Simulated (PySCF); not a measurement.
FH3SeSi, SMILES F[Se][SiH3].

Geometry: PBE-D3(BJ)/def2-TZVP.

The numbers are results of PBE-D3(BJ)/def2-TZVP in PySCF, not measurements.

Frequencies are harmonic and unscaled.

| mode | ν (cm⁻¹) | IR (km/mol) | moving atoms (share of kinetic energy) |
|---|---|---|---|
| 1 | 135 | 3.0 | F 58 %, Si 15 %, Se 15 %, H 12 % |
| 2 | 135 | 0.1 | H 89 %, F 9 % |
| 3 | 360 | 3.8 | Si 62 %, Se 24 %, H 13 % |
| 4 | 540 | 9.5 | H 76 %, Si 15 % |
| 5 | 548 | 5.9 | H 92 % |
| 6 | 613 | 64.2 | F 81 %, Se 17 % |
| 7 | 841 | 213.2 | H 92 %, Si 8 % |
| 8 | 869 | 38.0 | H 97 % |
| 9 | 924 | 72.9 | H 97 % |
| 10 | 2156 | 38.8 | H 99 % |
| 11 | 2180 | 65.4 | H 96 % |
| 12 | 2185 | 68.8 | H 95 % |
